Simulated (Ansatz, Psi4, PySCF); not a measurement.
I2Pb (SMILES [I][Pb][I]), singlet, geometry from GFN2-xTB (such geometries of metal compounds can be far from the true shape) (core potentials on I, Pb). Base run: B3LYP5/def2-TZVP in PySCF.

Here is a job for PySCF.
```python
from pyscf import gto, scf, dft

mol = gto.Mole()
mol.atom = '''
    Pb   -0.00852880   -0.00721361    0.96279553
    I     1.06067820   -1.86389256   -0.74947342
    I    -1.04748270    1.87505324   -0.74013476
'''
mol.basis = 'def2-tzvp'
mol.ecp = {'I': 'def2-tzvp', 'Pb': 'def2-tzvp'}
mol.verbose = 4
mol.build()

mf = dft.RKS(mol)
mf.xc = 'b3lyp5'
mf.kernel()
```

The same geometry, method and basis name were run in Ansatz (a program for electronic structure) and Psi4 and PySCF, at each program's defaults and at the settings that a row names. The base is PySCF at its defaults. Differences at the defaults can come from grids, fitting, cores and function types together.

```tsv
code and settings	ΔE vs base (µEh)	basis functions	E (Eh)	SCF cycles	dipole (D)
PySCF, defaults (exact integrals, its default grid, spherical functions)	0.0	150	-788.40331	13	3.20
Psi4, defaults (density fitting with its default set, its default grid, spherical functions)	14.2	150	-788.40329	9	3.20
Ansatz, defaults (factorised integrals, its default grid, spherical functions)	37.2	150	-788.40327	-	-
PySCF, density fitting with def2-universal-jkfit	-3.5	150	-788.40331	13	3.20
PySCF, fine grid	-15.7	150	-788.40332	13	3.20
Psi4, exact integrals, spherical functions, fine grid	-28.6	150	-788.40333	13	3.20
Ansatz, high accuracy	-19.9	150	-788.40333	-	-
```
